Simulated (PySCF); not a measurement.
Spin states of WBr⁺

Unrestricted PBE0; W def2-TZVPPD with ECP60, Br def2-TZVPPD; scalar-relativistic core potentials (PySCF 2.14). Outer shells of the fragments: W+ 5d4 6s1; Br 3d10 4s2 4p5.

Followed along the bond (rough minima from three points):

```json
{"2Ms+1": "5", "unpaired": "σ ↑, π ↑, δ ↑↑", "⟨S²⟩ at the start": "6.09", "R at minimum (Å)": "2.31", "Te (eV)": "0.00"}
{"2Ms+1": "5", "unpaired": "σ ↑, π ↑↑, δ ↑", "⟨S²⟩ at the start": "6.03", "R at minimum (Å)": "2.35", "Te (eV)": "0.71"}
{"2Ms+1": "5", "unpaired": "π ↑↑, δ ↑↑", "⟨S²⟩ at the start": "6.02", "R at minimum (Å)": "2.38", "Te (eV)": "0.81"}
{"2Ms+1": "3", "unpaired": "σ ↑, π ↓, δ ↑↑", "⟨S²⟩ at the start": "3.03", "R at minimum (Å)": "2.29", "Te (eV)": "1.01"}
{"2Ms+1": "3", "unpaired": "σ ↑, π ↑↓, δ ↑", "⟨S²⟩ at the start": "3.01", "R at minimum (Å)": "2.34", "Te (eV)": "1.59"}
{"2Ms+1": "5", "unpaired": "σ ↑↑, δ ↑↑", "⟨S²⟩ at the start": "6.16", "R at minimum (Å)": "2.37", "Te (eV)": "1.72"}
```

Solutions found at the starting distance of 2.500 Å, counted from the lowest of them; the search is not exhaustive and high or unbound solutions are not listed, so other states can lie among these:

```json
{"2Ms+1": "5", "unpaired": "σ ↑, π ↑, δ ↑↑", "term": "⁵Π", "E (eV)": "0.00", "⟨S²⟩": "6.09", "⟨Lz²⟩": "1.02", "μ (D)": "-3.83"}
{"2Ms+1": "5", "unpaired": "σ ↑, π ↑↑, δ ↑", "term": "⁵Δ", "E (eV)": "0.59", "⟨S²⟩": "6.03", "⟨Lz²⟩": "4.00", "μ (D)": "-4.52"}
{"2Ms+1": "5", "unpaired": "π ↑↑, δ ↑↑", "term": "not assigned", "E (eV)": "0.63", "⟨S²⟩": "6.02", "⟨Lz²⟩": "0.91", "μ (D)": "-5.01"}
{"2Ms+1": "3", "unpaired": "σ ↑, π ↓, δ ↑↑", "term": "mixed", "E (eV)": "1.08", "⟨S²⟩": "3.03", "⟨Lz²⟩": "1.03", "μ (D)": "-3.91"}
{"2Ms+1": "3", "unpaired": "σ ↑, π ↑↓, δ ↑", "term": "mixed", "E (eV)": "1.50", "⟨S²⟩": "3.01", "⟨Lz²⟩": "5.41", "μ (D)": "-4.29"}
{"2Ms+1": "5", "unpaired": "σ ↑↑, δ ↑↑", "term": "⁵Σ⁻", "E (eV)": "1.55", "⟨S²⟩": "6.16", "⟨Lz²⟩": "0.00", "μ (D)": "-1.02"}
```

A term symbol is given only where ⟨S²⟩ and ⟨Lz²⟩ are close to those of a pure state; real π, δ and φ orbitals otherwise mix terms. A positive dipole points towards Br; it is taken about the centre of mass and depends on that origin.

Question: Compare the gap between the two lowest followed solutions at the starting distance with the gap between their minima.

Answer: At PBE0 the second solution (quintet, unpaired electrons σ ↑, π ↑↑, δ ↑) lies +0.59 eV from the first (quintet, unpaired electrons σ ↑, π ↑, δ ↑↑) at 2.500 Å and +0.71 eV at the minima; the two curves relax by different amounts, since their minima lie near 2.35 and 2.31 Å.

Spin–orbit coupling is left out. With d or f electrons several states lie close, and the lowest PBE0 determinant need not be the measured ground state.
